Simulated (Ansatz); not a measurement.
C2H9BOSi, SMILES `BCC(O)[SiH3]`, relaxed with RKS PBE0-D4/def2-TZVP in Ansatz 0.2.0 from a PBE-D4/def2-SVP geometry. The force threshold is 0.005 eV/Å; the program also tests the step.

The species carries charge 0 and has multiplicity 1.

Start:

```xyz
14

B     2.258    0.130    0.532
C     0.743    0.517    0.571
C    -0.178   -0.422   -0.210
O     0.273   -0.361   -1.576
Si   -2.035    0.068   -0.132
H     3.117    0.955    0.796
H     2.596   -1.025    0.336
H     0.575    1.579    0.284
H     0.502    0.481    1.665
H    -0.048   -1.454    0.205
H    -0.193   -1.057   -2.075
H    -2.195    1.494   -0.584
H    -2.603   -0.082    1.257
H    -2.813   -0.823   -1.069
```

Q: How much energy does the relaxation release, and in how many steps? (Estimate.)

A: The calculation gave: 4.94 kJ/mol, in 8 steps.

Q: Which bonds change most? (Best estimate.)

A: Ansatz gave: C3–Si5 from 1.922 to 1.899 Å; B1–H6 from 1.220 to 1.198 Å; B1–H7 from 1.220 to 1.198 Å; Si5–H13 from 1.509 to 1.489 Å.

Q: Give the relaxed structure. (An estimate is asked.)

A: Computed: 
```xyz
14

B     2.238    0.123    0.550
C     0.734    0.522    0.554
C    -0.176   -0.419   -0.217
O     0.281   -0.380   -1.572
Si   -2.010    0.065   -0.126
H     3.084    0.932    0.803
H     2.563   -1.017    0.372
H     0.581    1.560    0.237
H     0.462    0.513    1.625
H    -0.045   -1.432    0.193
H    -0.204   -1.032   -2.085
H    -2.180    1.483   -0.537
H    -2.537   -0.115    1.256
H    -2.792   -0.804   -1.052
```
